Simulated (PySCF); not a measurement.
**Structure from NMR data**

Molecular formula: C5H7F3Si. Simulated spectra:

1H NMR (400 MHz, computed): δ 5.00 (m, 1H), 4.94 (m, 1H), 2.94 (m, 1H), 2.74 (m, 1H), 2.56 (m, 1H), 1.51 (m, 1H), 1.32 (m, 1H).

13C{1H} NMR (computed): δ 164.6 (C), 139.6 (C), 26.4 (CH), 25.4 (CH2), 6.5 (CH2).

[PySCF: geometry from GFN2-xTB; GIAO PBE0/pcSseg-1 shieldings; no solvent model; no relativistic terms; a single conformation]

Chemical shifts δ = σref − σ; 1H (σref 31.72) and 13C (σref 186.93) against TMS, all at this level.

Deduce the structure.

## Answers


- Rings plus π bonds: 2 (1 ring in the answer).
- 5 carbon signals for 5 carbons: no two carbons are equivalent.
- Carbon types of the structure: 2 × C, 1 × CH, 2 × CH2, leaving 2 H on heteroatoms.
- δC 164.6, 139.6: fully substituted alkene carbon; as expected for a trigonal carbon in a double bond.
- δC 26.4: allylic sp3 CH bonded to Si.
- δC 25.4: sp3 CH2 in a ring; aliphatic region, no heteroatom directly attached.
- δC 6.5: sp3 CH2 bonded to Si; an electropositive neighbour leaves it electron-rich and shielded.
- δH 5.00, 4.94: hydrogen on a silicon bonded to 2 C, in a 4-membered ring.
- δH 2.94: hydrogen on an allylic sp3 CH bonded to Si; allylic position.
- δH 2.74, 2.56: hydrogen on an sp3 CH2 in a ring.

The compound is SMILES FC(F)=C(F)[C@@H]1CC[SiH2]1.

This is the structure that produced the data.

Splittings by 19F in the carbon and heteronuclear signals aren't shown, as no couplings were computed. Shifts are as computed. Against solution values, carbons near 30 ppm lie about +3 ppm off and those near 130 ppm about +5 ppm. Of 1211 compounds with measured shifts, 218 miss one by over three times the rms of a fit or turn the order of signals round; such compounds aren't used in these exercises. No couplings were computed; multiplicities are counted from neighbouring protons, with m where these are inequivalent, close in shift, in a saturated or five-membered ring or joined by F or P, and br s for small geminal =CH2 splittings.
